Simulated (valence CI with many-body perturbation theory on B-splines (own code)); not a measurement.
From CI to CI+MBPT in Pt⁵⁴⁺

Calculated by valence CI with perturbative core correlation (CI+MBPT): six valence electrons over a frozen Dirac-Fock core [Ar], radial functions for each j: 7 s, 7 p, 8 d, 6 f, 4 g, 1 h, with the one-electron correlation potential Σ1, the two-electron term Σ2, the three-electron term Σ3, Breit, model QED; selected CI, second order for the rest, scaled by the run's own slope (own B-spline code, finite nucleus).

No measured spectrum was set against this ion. As an estimate, large intervals hold to a few tenths of a per cent, small ones and those within an open d or f shell to about a per cent. Core correlation moves these levels by up to 18000 cm⁻¹, and in measured spectra 5 to 20 % of such shifts remained as error; rates that hang on mixing are uncertain with them. Among the levels kept, up to 1100 cm⁻¹ of a level comes from second order outside the variational space, and about a tenth of that is noise between levels of different J, which matters for small intervals. The list stops below the first excitations out of the core. Only levels of the ground parity were solved; by the run's estimate the other parity begins above the list, which can be wrong where configurations are misplaced.

Each rung adds one term. CI alone is the Dirac-Coulomb CI over the frozen core; QED comes last and gives the full result, which names the levels. Energies are above (3d3/2^4 3d5/2^2) J=4 on the same rung, in cm⁻¹.

Levels are named by their leading jj configuration (3d3/2^4 stands for four electrons in 3d with j = 3/2), which in mixed levels can hold well under half, so a name can repeat and another be missing. Letters in brackets count levels of one name in rising energy.

```tsv
Level	CI alone	Σ1	Σ2	Σ3	Breit	QED	Full
(3d3/2^4 3d5/2^2) J=2	66376	+39	-4002	-1166	+7042	+7	68296
(3d3/2^4 3d5/2^2) J=0	222744	+190	-6558	-522	+14246	+79	230180
(3d3/2^3 3d5/2^3) J=3 [a]	667877	+2476	+4787	+1253	-11005	+1947	667336
(3d3/2^3 3d5/2^3) J=4 [a]	680053	+2437	+5818	+960	-15237	+1906	675936
(3d3/2^3 3d5/2^3) J=1 [a]	707763	+2497	+2748	+737	-5297	+1947	710395
(3d3/2^3 3d5/2^3) J=6	763829	+2483	+8046	-1342	-33493	+1920	741443
(3d3/2^3 3d5/2^3) J=5	758232	+2476	+5682	+22	-25406	+1916	742922
(3d3/2^3 3d5/2^3) J=2 [a]	813416	+2509	-28	-1063	-11966	+1921	804787
(3d3/2^3 3d5/2^3) J=3 [b]	827894	+2528	+700	+722	-16263	+1934	817515
(3d3/2^3 3d5/2^3) J=0	904246	+2507	-4885	+2400	-11461	+1887	894695
(3d3/2^3 3d5/2^3) J=4 [b]	950977	+2610	-119	-453	-17451	+1959	937523
(3d3/2^3 3d5/2^3) J=1 [b]	947205	+2598	-3961	+1588	-3207	+1950	946173
(3d3/2^3 3d5/2^3) J=2 [b]	954675	+2648	-2917	+1138	-10111	+1992	947424
(3d3/2^3 3d5/2^3) J=3 [c]	966974	+2570	-2932	+412	-10942	+1920	958003
(3d3/2^2 3d5/2^4) J=2 [a]	1385170	+4932	+8385	+517	-21915	+3864	1380960
(3d3/2^2 3d5/2^4) J=0 [a]	1405810	+4918	+7391	+2261	-17956	+3840	1406260
(3d3/2^2 3d5/2^4) J=4 [a]	1444600	+4938	+9635	-201	-32533	+3848	1430290
(3d3/2^2 3d5/2^4) J=3 [a]	1468450	+4924	+6524	+1461	-26768	+3826	1458420
(3d3/2^2 3d5/2^4) J=5	1487970	+4972	+10338	-261	-41007	+3862	1465880
(3d3/2^2 3d5/2^4) J=6	1523590	+4982	+12056	-1400	-50703	+3859	1492380
(3d3/2^2 3d5/2^4) J=3 [b]	1542270	+5011	+5571	+810	-30781	+3872	1526760
(3d3/2^2 3d5/2^4) J=1	1556090	+4947	+2193	+1503	-23376	+3815	1545180
(3d3/2^2 3d5/2^4) J=4 [b]	1583700	+4977	+5178	+870	-38189	+3834	1560370
(3d3/2^2 3d5/2^4) J=2 [b]	1593420	+4989	+2078	-362	-29858	+3839	1574110
(3d3/2^2 3d5/2^4) J=2 [c]	1688860	+5047	+1390	-104	-22989	+3854	1676060
(3d3/2^2 3d5/2^4) J=4 [c]	1735000	+5083	+2409	+545	-30387	+3881	1716530
(3d3/2^2 3d5/2^4) J=2 [d]	1883000	+5088	-4919	+1836	-21818	+3827	1867010
(3d3/2^2 3d5/2^4) J=0 [b]	2035240	+5193	-8702	+1682	-14315	+3868	2022960
(3d3/2 3d5/2^5) J=1	2161650	+7418	+11303	-561	-34325	+5793	2151280
```

The middle columns are the shifts that each term adds.

Problem. How does the ionisation energy move along the ladder, and which term matters most?

Solution. CI alone 5257.2, + Σ1 5259.4, + Σ2 5272.6, + Σ3 5273.0, + Breit 5270.5, + QED 5270.5 eV. The largest step is Σ2, 13.2 eV. NIST lists 5270 ± 5 eV (theoretical).
